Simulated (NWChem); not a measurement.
# Basis-set convergence for HFPb

```xyz
3

Pb    -0.1519     0.1352     0.0000
H      1.1372     1.5262     0.0000
F      1.2573    -1.4014     0.0000
```
Charge 0, spin multiplicity 1.

Everything below was run with NWChem. The geometry was optimised at PBE/def2-SVP with def2 effective core potentials on Pb, a minimum by its harmonic frequencies.

Quantity: vertical ionisation energy at the level ΔMP2 (Δ: difference of total energies, the cation a doublet at the parent's geometry with its hole in an orbital of symmetry a' (Cs labels); it is the state that the SCF runs reached, from PBE0 orbitals for Hartree-Fock references, and need not be the lowest).

Effective core potentials replace the inner electrons of Pb; spin-orbit coupling is left out. The correlated methods keep 5 core orbitals frozen. The structure started from a generated list of species. The stability of the SCF solutions was not checked. Open-shell Hartree-Fock references start from PBE0 orbitals; any time given for them includes that run.

The cost column gives rough processor time relative to def2-SVP; each entry includes its own SCF.

```
basis       functions  vertical ionisation energy (eV)  relative cost
----------  ---------  -------------------------------  -------------
def2-SVP           45                       (withheld)              1
def2-SVPD          63                             9.32        under 3
def2-TZVP          87                       (withheld)              3
def2-TZVPP         95                             9.46              4
def2-TZVPD        105                             9.44              5
def2-QZVP         169                       (withheld)             30
```

Fill in the missing entries.


- def2-SVP, vertical ionisation energy (eV): 9.13
- def2-TZVP, vertical ionisation energy (eV): 9.39
- def2-QZVP, vertical ionisation energy (eV): 9.55
